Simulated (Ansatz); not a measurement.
Computed with Ansatz on PBE0-D4/def2-TZVP structures; ΔE is electronic, products minus reactants. CBS: MP2 limit from def2 TZ/QZ plus the TZ coupled-cluster correction, frozen cores. This one scheme is used for every species. Functionals use def2-TZVPP. For Ge outer-core shells are correlated without core-valence functions, which leaves a few kJ/mol of doubt a bond. Scalar relativity is left out up to krypton. One conformer a species, not always the lowest.

`[GeH3][SiH2][GeH2][GeH3]` + `CCl` → `Cl[CH2][GeH3]` + `[GeH3][SiH2][GeH3]`  (formal exchange of groups at a Ge–Ge bond)

`[GeH3][SiH2][GeH2][GeH3]`:

```xyz
14

Ge   -1.159   -1.059   -1.813
Si   -1.501    0.696   -0.244
Ge   -0.021    0.420    1.598
Ge    2.265    0.253    0.810
H    -1.343   -2.425   -1.132
H    -2.144   -0.963   -2.990
H     0.274   -0.990   -2.370
H    -2.917    0.697    0.214
H    -1.220    2.002   -0.901
H    -0.383   -0.871    2.358
H    -0.145    1.598    2.583
H     2.419   -0.993   -0.078
H     3.248    0.144    1.987
H     2.627    1.493   -0.023
```

`CCl`:

Z-matrix (Å, degrees):
```
C
Cl 1 1.773
H 1 1.088 2 108.6
H 1 1.087 2 108.7 3 -120.0
H 1 1.088 2 108.7 3 120.0
```

`Cl[CH2][GeH3]`:

Z-matrix (Å, degrees):
```
C
Ge 1 1.966
Cl 1 1.781 2 110.6
H 1 1.089 2 111.1 3 -119.4
H 1 1.089 2 111.1 3 119.4
H 2 1.534 1 109.0 3 60.1
H 2 1.540 1 108.8 3 179.9
H 2 1.534 1 109.0 3 -60.3
```

`[GeH3][SiH2][GeH3]`:

Cartesian coordinates in Å:
```
Ge 0.826 1.608 -0.824
Si 0.777 -0.356 0.517
Ge -1.381 -1.354 0.455
H 2.215 2.269 -0.798
H -0.207 2.625 -0.310
H 0.478 1.262 -2.281
H 1.124 -0.008 1.922
H 1.788 -1.327 0.015
H -1.749 -1.728 -0.991
H -2.436 -0.364 0.979
H -1.435 -2.626 1.317
```

Question: Is it downhill or uphill in electronic energy at CCSD(T)/CBS, and by how much? (An estimate is asked.)

Answer: Ansatz gave: Uphill: ΔE = +14.3 kcal/mol.

Question: What do these levels give: r2SCANh-D4, revPBE, RPA@PBE/def2-TZVPP, HF/def2-SVP, CCSD(T)/def2-TZVPP, MP2/def2-QZVPP? (Best estimate.)

Answer: Computed: r2SCANh-D4 15.1, revPBE 14.8, RPA@PBE/def2-TZVPP 13.3, HF/def2-SVP 12.3, CCSD(T)/def2-TZVPP 14.1, MP2/def2-QZVPP 14.3 kcal/mol.

Largest T1 diagnostic among the species: 0.012.

In def2-TZVPP, CCSD(T) changes the Hartree–Fock value by +1.0 kcal/mol (the triples alone add +0.1 kcal/mol) and MP2 by +1.1 kcal/mol. Leaving LDA and LC-ωPBE aside and taking each functional with its dispersion term where it has one, the values, not all of them listed here, spread over 2.8 kcal/mol, from B97M-V to HSE06-D4. LDA lies −0.7 kcal/mol from PBE without D4.
